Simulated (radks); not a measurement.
These are the eigenvalues of the occupied orbitals of an atom or ion with whole-number occupations (hartree). Method: non-relativistic Kohn-Sham, LDA (Slater exchange, Perdew-Wang correlation), spin-polarised, spherical densities, point nucleus; computed with a radial shooting solver on a logarithmic mesh with Libxc functionals.

orbital  eigenvalue
1s down   -1729.515
1s up     -1729.515
2s up     -276.2530
2s down   -276.2469
2p up     -262.9711
2p down   -262.9675
3s up     -61.70341
3s down   -61.57902
3p up     -55.77129
3p down   -55.65717
3d up     -44.67576
3d down   -44.59127
4s up     -12.98182
4s down   -12.75427
4p up     -10.66497
4p down   -10.43921
4d up      -6.52639
4d down    -6.30480
5s up      -2.54915
5s down    -2.45569
5p up      -1.90036
5p down    -1.82557
4f up      -1.47531

Which element is it, and in what charge state? The configuration may be excited. Open shells, if any, are filled with parallel spins first.

Answer. Z = 64, gadolinium, charge +3: Gd3+ in [Xe] 4f7. The list shows which subshells hold electrons but not how many an open one holds; the 1s level, -1729.5 hartree, gives Z - s = 58.8 by -(Z - s)^2/2, which with screening narrows Z to a few neighbours, and the depths of the outer levels then fix element, charge and occupations together.
